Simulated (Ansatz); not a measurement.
The cluster Ga7Sb7, relaxed as a singlet with RKS r2SCAN-D4/def2-SVP in Ansatz, starting from packed atoms. Force threshold 0.03 eV/Å.

In the def2 sets Sb takes a core potential; there is no spin–orbit coupling. Single mean-field runs in def2-SVP are fitted with def2-universal-jkfit. The restricted singlet is unstable towards broken spin symmetry in Hartree–Fock (as tested in another run); at r2SCAN-D4/def2-SVP this wasn't settled. The structure comes from a short search, and lower isomers may exist.

Start:

Cartesian coordinates in Å:
```
Ga 3.155 -1.153 -1.017
Ga 0.670 3.749 -0.308
Ga -2.892 2.511 -0.423
Ga 1.522 1.341 2.244
Ga -0.486 -3.064 0.654
Ga -2.511 0.026 1.611
Ga 0.483 -0.059 -1.003
Sb 1.597 -1.555 1.169
Sb -0.694 1.837 0.964
Sb -2.334 -0.285 -0.949
Sb -1.580 -2.606 3.053
Sb -0.153 -2.560 -1.913
Sb 0.516 0.390 -3.726
Sb 2.706 1.429 -0.355
```

(1) Estimate the energy that the relaxation releases and the steps that it takes.

(2) Does the start keep its bonding and symmetry?

(3) Predict the relaxed structure.

Results:

(1) 7.56 eV, in 37 steps; 3 min on 2 threads of AMD EPYC 7R13 on a shared host and a share (18 GiB) of an NVIDIA H100 80GB HBM3. The force fell under the threshold at step 30, but the optimiser went on and released 0.012 eV more. No frequencies were taken in this run, so the end may be a saddle point.

(2) Bonds lost: Ga7–Sb8, Ga7–Sb14 (atoms count from 1). Bonds formed: Ga1–Sb13 (atoms count from 1). Metal–metal contacts that move far: Ga1–Ga4 4.42 to 2.79 Å, Ga2–Ga7 3.88 to 2.57 Å, Ga5–Ga6 3.82 to 2.78 Å.

(3) 
```xyz
14

Ga    2.706   -0.349   -0.758
Ga    1.242    2.781   -1.137
Ga   -3.392    1.911    0.175
Ga    1.728    0.686    1.641
Ga   -0.058   -2.395    1.060
Ga   -2.114   -0.532    0.899
Ga   -0.635    1.033   -1.324
Sb    2.472   -1.846    1.416
Sb   -0.659    1.826    1.321
Sb   -3.011   -0.141   -1.742
Sb   -2.013   -2.405    2.668
Sb   -0.854   -2.160   -1.547
Sb    1.064   -0.420   -2.811
Sb    3.524    2.010    0.139
```
Bond lengths (bridged metal pairs left out): 18 × Ga–Sb 2.53 to 2.96 Å; 2 × Sb–Sb 2.88 to 2.96 Å; 1 × Ga–Ga 2.57 Å.
